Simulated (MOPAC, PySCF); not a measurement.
[Zn(Cl)(OH)], neutral singlet in the gas phase. 

Cartesian coordinates (Å):
```xyz
4

Zn     0.0019     0.0494    -0.0372
Cl    -1.0842     0.6889     1.6515
O      0.8463    -0.6172    -1.4516
H      1.4834     0.0144    -1.8326
```
Charge 0, multiplicity 1.

All levels are single points at this geometry (TPSS-D3(BJ)/def2-SVP); Pople sets use spherical d functions. Orbital energies aren't observables, and empty levels follow the basis.

```csv
level,HOMO (eV),LUMO (eV),gap (eV),dipole (D),"vertical IE, Delta-SCF (eV)"
B3LYP-D3(BJ)/def2-TZVP in PySCF,-8.37,-1.82,6.54,1.74,–
TPSSh-D3(BJ)/def2-TZVP in PySCF,-7.74,-1.84,5.90,1.76,–
B3LYP/6-311+G** (LANL2DZ on Zn) in PySCF,-8.41,-2.10,6.31,1.95,–
B3LYP/6-31G* (LANL2DZ on Zn) in PySCF,-8.01,-1.87,6.14,2.27,10.68
B3LYP/LANL2DZ in PySCF,-8.21,-2.11,6.10,2.42,–
BP86/6-31G* (LANL2DZ on Zn) in PySCF,-6.77,-2.49,4.28,2.29,–
M06-2X/6-31G* (LANL2DZ on Zn) in PySCF,-9.93,-0.86,9.07,2.29,–
PBE/6-31G* (LANL2DZ on Zn) in PySCF,-6.64,-2.40,4.24,2.30,10.30
SVWN5/6-31G* (LANL2DZ on Zn) in PySCF,-6.84,-2.66,4.18,2.31,10.56
HF/6-31G* (LANL2DZ on Zn) in PySCF,-12.19,1.39,13.58,2.36,10.70
HF/STO-3G in PySCF,-5.86,5.21,11.07,2.91,–
PM3 in MOPAC,-10.98,-1.07,9.91,2.03,–
PM6 in MOPAC,-11.47,-1.68,9.80,1.83,–
```
